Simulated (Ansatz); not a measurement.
System: C2H8Si, charge 0, singlet. C2H8Si (SMILES C[SiH2]C).
B3LYP-D3(BJ)/def2-TZVP minimum from Ansatz (a quantum-chemistry and plane-wave program):
```xyz
11

Si     0.0337    -0.4173    -0.3545
C      1.4580     0.7277     0.0730
C     -1.5208     0.0499     0.5878
H      0.4086    -1.8183    -0.0299
H     -0.2333    -0.3532    -1.8152
H      1.2138     1.7629    -0.1753
H      2.3617     0.4554    -0.4754
H      1.6868     0.6835     1.1400
H     -2.3487    -0.6164     0.3386
H     -1.8284     1.0707     0.3504
H     -1.3554    -0.0087     1.6658
```

Hartree-Fock and CCSD(T) correlation energies in hartree (Ansatz). Radicals and triplets start from unrestricted determinants; spin-orbit coupling is neglected. Cores are frozen in correlated methods. No relativity.

```
basis        X       E(HF)  E(corr, CCSD(T))
-----------  -  ----------  ----------------
cc-pV(T+d)Z  3  -369.38774          -0.56135
cc-pV(Q+d)Z  4  -369.39649          -0.58883
cc-pV(5+d)Z  5  -369.39843          withheld
```

Fit E(corr) = E∞ + A/X³ to X = 3 and 4, predict X = 5, and compare with the run.

A = (-0.56135 - (-0.58883))/(1/27 - 1/64) = 1.2834; E∞ = -0.58883 - A/64 = -0.60888; at X = 5, E∞ + A/125 = -0.59862. The run gave -0.59719, 1.43 mEh above the prediction. The same form on X = 4 and 5 gives E∞ = -0.60596, 2.92 mEh above the first estimate.
